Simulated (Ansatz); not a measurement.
SiGe₆. The state is a triplet with charge 0. Geometry B3LYP-D4/def2-SVP, that of the neutral singlet; atoms count from 1.

```xyz
7

Si   -0.3406   -0.2427    1.1768
Ge   -2.2007    0.0906   -0.5681
Ge    1.7718   -1.3998    0.2743
Ge   -0.6652   -2.0979   -0.5749
Ge   -0.7128    2.1411    0.2855
Ge    1.7424    1.2200    0.8060
Ge    0.4051    0.2886   -1.3995
```

At PBE0-D4/def2-SVP a singlet of charge 0 lies 2.05 eV below the triplet at the same geometry. The structure comes from a short search, and lower isomers may exist.

Question: Estimate the Mulliken populations from the PBE0/def2-SVP orbitals of Ansatz.

Answer: 
| atom | charge (e) | spin (α − β) |
| --- | --- | --- |
| Si1 | -0.23 | 0.24 |
| Ge2 | 0.04 | 0.22 |
| Ge3 | 0.08 | 0.44 |
| Ge4 | 0.04 | 0.21 |
| Ge5 | 0.08 | 0.45 |
| Ge6 | 0.10 | 0.50 |
| Ge7 | -0.12 | -0.06 |
Mulliken values and Mayer orders depend strongly on the basis.

Question: Where does the spin sit?

Answer: Summed by element: Si 0.24, Ge 1.76, of 2 unpaired in all. Largest on single atoms: Ge6 0.50, Ge5 0.45, Ge3 0.44.

Question: And the Mayer bond orders between bonded heavy atoms (over 0.3)?

Answer: Si1–Ge2 0.50 (2.57 Å); Si1–Ge3 0.51 (2.57 Å); Si1–Ge4 0.50 (2.57 Å); Si1–Ge5 0.51 (2.57 Å); Si1–Ge6 0.52 (2.57 Å); Si1–Ge7 0.41 (2.73 Å); Ge2–Ge4 0.71 (2.67 Å); Ge2–Ge5 0.62 (2.67 Å); Ge2–Ge7 0.46 (2.74 Å); Ge3–Ge4 0.63 (2.67 Å); Ge3–Ge6 0.53 (2.67 Å); Ge3–Ge7 0.47 (2.74 Å); Ge4–Ge7 0.46 (2.74 Å); Ge5–Ge6 0.53 (2.67 Å); Ge5–Ge7 0.47 (2.74 Å); Ge6–Ge7 0.48 (2.74 Å).
